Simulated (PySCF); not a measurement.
**One reaction down a group: Si, Ge, Sn**

The same gas-phase reaction for Si, Ge, Sn:
- SiH4 + Br2 → SiBr2 + 4 H
- GeH4 + Br2 → GeBr2 + 4 H
- SnH4 + Br2 → SnBr2 + 4 H

Method: PySCF energies plus ideal-gas RRHO corrections (1 bar). † marks an energy on the PBE0/def2-TZVP geometry and frequencies. CCSD(T) freezes the core. Open shells (unrestricted): H (multiplicity 2); the rest are closed-shell singlets. B3LYP is the form with VWN-RPA correlation. Sn: scalar-relativistic def2 core potential, no spin-orbit coupling. Br, Ge: all electrons, no relativistic terms. CCSD(T) isn't extrapolated to the basis-set limit. The harmonic model lacks anharmonicity and excited electronic states, which grow with temperature; levels with a mode under 35 cm⁻¹ are left out. Soft modes under 120 cm⁻¹ make the harmonic entropy rough for GeBr2, SnBr2.

ΔH°(298 K) in kJ, by level:

```
level                   Si     Ge     Sn
-------------------  -----  -----  -----
ωB97M-V/def2-TZVP†   745.5  678.8  564.9
B3LYP/def2-TZVP†     771.9  683.3  557.2
CCSD(T)/def2-TZVPP†  753.8  693.9  570.3
CCSD(T)/def2-SVP†    724.4  662.1  531.1
ωB97X-V/def2-TZVP†   766.1  691.6  567.9
M06-2X/def2-TZVP†    731.7  654.2  522.7
r2SCAN/def2-TZVP†    742.6  668.4  537.9
```

At ωB97M-V/def2-TZVP†, ΔH° falls from Si to Sn, over a range of 180.6 kJ; the steps are -66.7, -113.9 kJ. 7 of the 7 levels shown give the same order. The levels scatter most for Sn (47.6 kJ between the highest and the lowest) and least for Ge (39.7 kJ). ΔS°(298 K) runs from 314.3 to 315.2 J/K, so TΔS° at 298 K spreads over 0.3 kJ among the members, against 180.6 kJ for ΔH°.

Free energies at ωB97M-V/def2-TZVP†:

| member | ΔS°(298 K), J/K | ΔG°(298 K), kJ | ΔG°(2000 K), kJ | ΔG° changes sign |
|---|---|---|---|---|
| Si | 314.4 | 652 | 40 | 2000 to 2500 K |
| Ge | 315.2 | 585 | -26 | 1800 to 2000 K |
| Sn | 314.3 | 471 | -129 | 1600 to 1800 K |

The NASA 1993 table, where it holds all species, gives ΔH°(298 K) = 754 kJ for Si; its entries are part measured, part old estimates, and weren't checked at source.
